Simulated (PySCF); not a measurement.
A structure optimised at B3LYP-D3(BJ)/def2-SVP, used in a PySCF frequency run:

```xyz
16

C     -1.1880    -1.8202     0.4631
Si    -0.3078    -0.1638     0.2299
C     -0.7900     1.1302     1.5087
Si     2.0238    -0.4933     0.1715
C     -0.7833     0.5674    -1.4992
O     -0.9214     1.7588    -1.6728
H     -0.9436    -2.5175    -0.3543
H     -2.2817    -1.6834     0.4826
H     -0.8889    -2.2953     1.4111
H     -0.3470     0.9291     2.4962
H     -0.4513     2.1183     1.1601
H     -1.8857     1.1697     1.6207
H      2.3965    -1.4088    -0.9499
H      2.7370     0.8047    -0.0181
H      2.4914    -1.1103     1.4511
H     -0.9117    -0.1409    -2.3719
```

Question: Write its SMILES and formula.

Answer: C[Si](C)([SiH3])C=O, C3H10OSi2

Question: What are its rotational constants (standard atomic weights)?

Answer: 2.2362, 1.5817, 1.3445 GHz
